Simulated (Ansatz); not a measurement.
Input and output for C2H2AlClS.

```yaml
crystal:
  periodic: [false, false, false]
  atoms:
    - {symbol: S, position_ang: [-0.900353, -1.579748, -0.579889]}
    - {symbol: C, position_ang: [0.102152, -0.151884, 0.080340]}
    - {symbol: C, position_ang: [1.183902, -0.269305, 0.850360]}
    - {symbol: Al, position_ang: [-1.289532, 0.530164, -0.975407]}
    - {symbol: Cl, position_ang: [-2.386155, 1.961374, -1.829364]}
    - {symbol: H, position_ang: [1.729401, 0.615858, 1.185932]}
    - {symbol: H, position_ang: [1.605186, -1.203180, 1.192433]}
basis:
  gaussian: {orbitals: aug-cc-pVTZ}
magnetization: {spin_polarized: true, initial_magnetization: 0}
hamiltonian: {xc: {name: SPW92}}
scf: {lower_state_search: full}
output: {forces: true}
```

```sh
$ ansatz run in.yaml --threads 2 --pin off --events-out ev --progress --plain --max-ram 4352MiB
```

Output, abridged:

```
Functional definition: SPW92
  name "SPW92"
  cite "Dirac, Proc. Camb. Phil. Soc. 26, 376 (1930) doi:10.1017/S0305004100016108"
  cite "Slater, Phys. Rev. 81, 385 (1951) doi:10.1103/PhysRev.81.385"
  cite "Perdew & Wang, Phys. Rev. B 45, 13244 (1992) doi:10.1103/PhysRevB.45.13244"
  exchange = slater_x
  correlation = pw_c
1555 factors; their error is unknown
mean field evaluation 1: about -31916.3577 eV, gradient 6.7e1 eV
mean field evaluation 2: about -31677.2293 eV, gradient 1.6e2 eV
mean field evaluation 4: about -31935.5408 eV, gradient 2.4e1 eV
mean field evaluation 8: about -31939.0723 eV, gradient 2.5e-1 eV
mean field evaluation 16: about -31939.0271 eV, gradient 7.8e-4 eV
mean field -31939.02711355 eV, -1173.7375973727 hartree, gradient 1.5e-5 eV, S^2 0.000000; 0 other end points of the search recorded, 0 dependent functions left out
the calculation of the forces begins
reference -31939.02717938 eV, -1173.7375997919 hartree; 30, 30 occupied and 258, 258 virtual orbitals, 1555 factors
Total energy: -31939.02717938 eV, -1173.7375997919 hartree
Atom 0 at    -0.900353    -1.579748    -0.579889 Å, force    -0.183418     0.670105    -0.155825 eV/Å
Atom 1 at     0.102152    -0.151884     0.080340 Å, force     0.481178    -0.271284     0.291477 eV/Å
Atom 2 at     1.183902    -0.269305     0.850360 Å, force    -0.470017     0.674905    -0.366927 eV/Å
Atom 3 at    -1.289532     0.530164    -0.975407 Å, force     1.058423    -1.660220     0.879539 eV/Å
Atom 4 at    -2.386155     1.961374    -1.829364 Å, force    -0.827842     1.016851    -0.652051 eV/Å
Atom 5 at     1.729401     0.615858     1.185932 Å, force    -0.074194     0.194590    -0.041365 eV/Å
Atom 6 at     1.605186    -1.203180     1.192433 Å, force     0.015871    -0.624946     0.045150 eV/Å
Dipole moment:    -0.062327     0.340484    -0.074816 e Å
```

Run time 4.6 s (2 threads of an Intel Xeon 6975P-C on a shared host); peak host memory 0.79 GiB.
